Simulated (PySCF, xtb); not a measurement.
F2I2Si. Atoms are numbered in the order given.

```xyz
5

F      0.0000    -1.2905    -1.8553
Si     0.0000     0.0000    -0.8944
F      0.0000     1.2905    -1.8553
I     -2.0292     0.0000     0.4332
I      2.0292     0.0000     0.4332
```

Coordinates come from a B3LYP-D3(BJ)/def2-SVP optimisation. The def2 effective core potentials stand for the cores of I; spin–orbit coupling is left out.

Method: IEF-PCM-ωB97X/def2-SVP (PySCF 2.14.0).

The values are the electrostatic part of the solvation free energy, E(continuum) − E(gas) at the gas-phase geometry, in a cavity of scaled van der Waals radii (PySCF's table); cavitation and dispersion terms are not included. In vacuum the orbital gap is 10.49 eV. The dipole moment in vacuum is 1.25 D.

```json
[
 {"solvent": "water", "ε": "78.36", "ΔG(elec) (kcal/mol)": "-1.9", "dipole (D)": "1.54", "gap (eV)": "10.53"},
 {"solvent": "1-octanol", "ε": "9.86", "ΔG(elec) (kcal/mol)": "-1.7", "dipole (D)": "1.50", "gap (eV)": "10.53"},
 {"solvent": "benzene", "ε": "2.27", "ΔG(elec) (kcal/mol)": "-0.9", "dipole (D)": "1.38", "gap (eV)": "10.51"}
]
```

For comparison, GFN2-xTB/ALPB(water) (xtb, at the GFN2-xTB geometry, all terms of that model) gives -0.9 kcal/mol.
